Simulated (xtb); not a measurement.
Sn(H)2(Cl)(NH2) (ClH4NSn), SMILES [SnH2]([NH2])[Cl]. All values are semi-empirical tight-binding results from xtb (GFN2-xTB unless named), good for trends rather than for accurate numbers. Geometry: GFN2-xTB. Other conformers were not sampled.

Optimised geometry:

Bonded distances (Å): Sn1–N2 2.012, Sn1–Cl3 2.278, Sn1–H4 1.679, Sn1–H5 1.708, N2–H6 1.011, N2–H7 1.011. Bond angles (°): N2–Sn1–Cl3 102.9, N2–Sn1–H4 106.1, N2–Sn1–H5 118.0, Cl3–Sn1–H4 110.5, Cl3–Sn1–H5 108.9, H4–Sn1–H5 110.2, Sn1–N2–H6 114.6, Sn1–N2–H7 116.1, H6–N2–H7 107.4.

For metal compounds this method's bond lengths and energies can be far off.

Computed properties:
```yaml
orbital_gap: 4.55 eV
zero_point_energy: 22.8 kcal/mol
G − E(el) at 298.15 K (modified RRHO): 3.7 kcal/mol
```

Computed atomic charges and the Wiberg bond orders between heavy atoms:
charges (e) Sn1 0.26, N2 -0.38, Cl3 -0.21, H4 0.01, H5 0.00, H6 0.16, H7 0.15. Bond orders Sn1–N2 0.93, Sn1–Cl3 0.96.
